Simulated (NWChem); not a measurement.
System: SiHO$_{2}$ cation; SMILES O=[Si]=[OH+]

Parts of the log:

```
             Northwest Computational Chemistry Package (NWChem) 7.3.0
             --------------------------------------------------------

 CS  symmetry detected

                             Geometry "geometry" -> ""
                             -------------------------

 Output coordinates in angstroms (scale by  1.889725989 to convert to a.u.)

  No.       Tag          Charge          X              Y              Z
 ---- ---------------- ---------- -------------- -------------- --------------
    1 O                    8.0000     0.00072298     1.58859654     0.00000000
    2 Si                  14.0000    -0.00063772     0.08575544     0.00000000
    3 O                    8.0000     0.00239017    -1.43785934     0.00000000
    4 H                    1.0000    -0.01597716    -2.40647374     0.00000000

 Effective nuclear repulsion energy (a.u.)      97.9290729011

      Symmetry information
      --------------------

 Group name             Cs
 Group number              2
 Group order               2
 No. of unique centers     4

                                 NWChem DFT Module
                                 -----------------

 Summary of "ao basis" -> "ao basis" (spherical)
 ------------------------------------------------------------------------------
       Tag                 Description            Shells   Functions and Types
 ---------------- ------------------------------  ------  ---------------------
 O                         def2-tzvp                11       31   5s3p2d1f
 Si                        def2-tzvp                13       37   5s5p2d1f
 H                         def2-tzvp                 4        6   3s1p

      Symmetry analysis of basis
      --------------------------

        a'         72
        a"         33

            General Information
            -------------------
          SCF calculation type: DFT
          Wavefunction type:  closed shell.
          No. of atoms     :     4
          No. of electrons :    30
           Alpha electrons :    15
            Beta electrons :    15
          Charge           :     1
          Spin multiplicity:     1
          Use of symmetry is: on ; symmetry adaption is: on
          Maximum number of iterations: 150
          AO basis - number of functions:   105
                     number of shells:    39
          Convergence on energy requested:  1.00D-06
          Convergence on density requested:  1.00D-05
          Convergence on gradient requested:  5.00D-04

              XC Information
              --------------
                      r^2SCAN Method XC Functional
               r^2SCAN metaGGA Exchange Functional  1.000
                     r^2SCAN Correlation Potential  1.000

             Grid Information
             ----------------
          Grid used for XC integration:  medium
          Radial quadrature: Mura-Knowles
          Angular quadrature: Lebedev.
          Tag              B.-S. Rad. Rad. Pts. Rad. Cut. Ang. Pts.
          ---              ---------- --------- --------- ---------
          O                   0.60       49          11.0       434
          Si                  1.10       88           9.0       590
          H                   0.35       45          10.0       434
          Grid pruning is: on
          Number of quadrature shells:   231
          Spatial weights used:  Erf1

      Superposition of Atomic Density Guess
      -------------------------------------

 Sum of atomic energies:        -438.90383419

 Renormalizing density from      31.00 to     30

      Non-variational initial energy
      ------------------------------

 Total energy =    -430.453396
 1-e energy   =    -775.476031
 2-e energy   =     247.093563
 HOMO         =      -0.909041
 LUMO         =      -0.540552

      Symmetry analysis of molecular orbitals - initial
      -------------------------------------------------

  Numbering of irreducible representations:

     1 a'          2 a"

  Orbital symmetries:

     1 a'          2 a'          3 a'          4 a'          5 a'
     6 a'          7 a"          8 a'          9 a'         10 a'
    11 a'         12 a'         13 a"         14 a'         15 a"
    16 a'         17 a'         18 a"         19 a'         20 a'
    21 a'         22 a"         23 a'         24 a'         25 a"

     ---------------------------------------------
      Total Density - Mulliken Population Analysis
     ---------------------------------------------

    Atom       Charge   Shell Charges
 -----------   ------   -------------------------------------------------------
    1 O    8     8.96   0.80  1.18  0.67  1.00  0.26  2.19  2.20  0.64  0.00  0.02  0.00
    2 Si  14    11.97   2.00  0.62  1.37  0.72  0.16  4.23  1.64  0.41  0.42  0.06  0.19  0.08  0.08
    3 O    8     8.66   0.80  1.18  0.61  0.91  0.16  2.22  2.21  0.54  0.00  0.01  0.00
    4 H    1     0.41   0.15  0.19  0.03  0.04

   convergence    iter        energy       DeltaE   RMS-Dens  Diis-err
 ---------------- ----- ----------------- --------- --------- ---------
 d= 0,ls=0.0,diis     1   -439.8993839886 -5.38D+02  2.36D-02  4.00D+00
 d= 0,ls=0.0,diis     2   -436.7219574095  3.18D+00  2.40D-02  2.28D+01
 d= 0,ls=0.0,diis     3   -439.8825444682 -3.16D+00  6.36D-03  2.97D+00
 d= 0,ls=0.0,diis     4   -440.1706928641 -2.88D-01  2.47D-03  2.89D-01
 d= 0,ls=0.0,diis     5   -440.1912921407 -2.06D-02  9.50D-04  6.33D-02
  Resetting Diis
 d= 0,ls=0.0,diis     6   -440.1967276830 -5.44D-03  1.85D-04  1.94D-03
 d= 0,ls=0.0,diis     7   -440.1969480980 -2.20D-04  2.46D-04  1.76D-04
 d= 0,ls=0.0,diis     8   -440.1967158626  2.32D-04  1.82D-04  2.43D-03
 d= 0,ls=0.0,diis     9   -440.1969667407 -2.51D-04  1.08D-05  5.67D-06
 d= 0,ls=0.0,diis    10   -440.1969672326 -4.92D-07  3.16D-06  1.03D-06

[...]
```

Level: r2SCAN/def2-TZVP. Geometry: optimised at PBE0/def2-SVP.

**Question.** Which NWChem input produces such a log?

**Answer.** One answer among several that fit: the input that was run:
```
start job
memory heap 200 mb stack 900 mb global 1100 mb
charge 1
geometry units angstroms noautoz
  O      0.000881     1.590718     0.000000
  Si    -0.000594     0.087877     0.000000
  O      0.002318    -1.435738     0.000000
  H     -0.016123    -2.404351     0.000000
end
basis spherical
  O library def2-tzvp
  Si library def2-tzvp
  H library def2-tzvp
end
dft
  xc r2scan
  iterations 150
  mulliken
end
task dft energy
```
